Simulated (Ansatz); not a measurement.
Stepwise reaction of `N#C[Si](F)(F)C#N` with hydrogen fluoride, as a gas-phase model of exchange steps in deposition or etching. ΔE in kJ/mol; ΔG adds harmonic PBE0-D4 terms to CCSD(T)/CBS, at 1 bar.

Computed with Ansatz on PBE0-D4/def2-TZVP structures; ΔE is electronic, products minus reactants. CCSD(T)/CBS adds triple-zeta CCSD(T) − MP2 to the extrapolated MP2 energy (def2 sets, frozen cores). This one scheme is used for every species. Functionals use def2-TZVPP. B3LYP here is the variant with VWN-RPA as its local correlation; programs differ in this.

```csv
step,reaction,PBE-D4,B3LYP-D4,ωB97M-V,CCSD(T)/CBS,ΔG(400 K)
1,`N#C[Si](F)(F)C#N` + H–F → `N#C[Si](F)(F)F` + `C#N`,-119.2,-129.7,-132.7,-129.4,-126.5
2,`N#C[Si](F)(F)F` + H–F → `F[Si](F)(F)F` + `C#N`,-111.4,-122.4,-124.8,-123.5,-117.6
```

By hand: ΔE of the 2 steps together at CCSD(T)/CBS.

(-129.4) + (-123.5) = -252.9 kJ/mol, or -126.5 kJ/mol a step.

In ΔE each step is higher than the one before. All are downhill at CCSD(T)/CBS. ΔG lies between -126.5 and -117.6 kJ/mol a step. PBE-D4 differs from CCSD(T)/CBS by 10.2 to 12.1 kJ/mol a step. Isolated molecules leave out the surface, adducts and barriers. Largest T1 diagnostic: 0.014.
